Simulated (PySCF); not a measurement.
Isomers of C7H12NPS, one GFN2-xTB conformer each. Single-point energies are computed at PBE0/pcSseg-1 (PySCF, gas phase, no added dispersion term), electronic only.

Problem. Rank them by PBE0/pcSseg-1 energy, lowest first (kcal/mol).
A. `[CH:1]#[C:2][P:3]1(=[N:4][CH3:5])[CH2:6][CH2:7][S:8][CH2:9][CH2:10]1` with C2–P3–C6–C7 -165°, P3–C6–C7–S8 69°, C6–C7–S8–C9 -66°, C7–S8–C9–C10 67°
B. `[CH3:1][CH2:2][P:3]([NH:4][CH3:5])[c:6]1[cH:7][cH:8][cH:9][s:10]1` with C1–C2–P3–N4 -71°, C2–P3–N4–C5 164°, C2–P3–C6–C7 165°

Solution. B (0.0), A (55.5).

As drawn, the lower has an aromatic ring and an N–H bond, which the higher lacks; the higher has a C≡C bond, which the lower lacks. GFN2-xTB itself gives, in the same order: 0.0, 40.6. Both levels put the same isomer lowest.

Problem. Which frontier levels, dipoles and rotational constants go with these structures?

Solution. 
```
          SMILES  HOMO (eV, PBE0/pcSseg-1)  LUMO (eV)  dipole (D)       A, B, C (MHz)
  CCP(NC)c1cccs1                     -6.29      -0.61        1.63  1552, 715.4, 520.8
C#CP1(=NC)CCSCC1                     -6.22      -0.31        2.16  1495, 724.8, 652.0
```
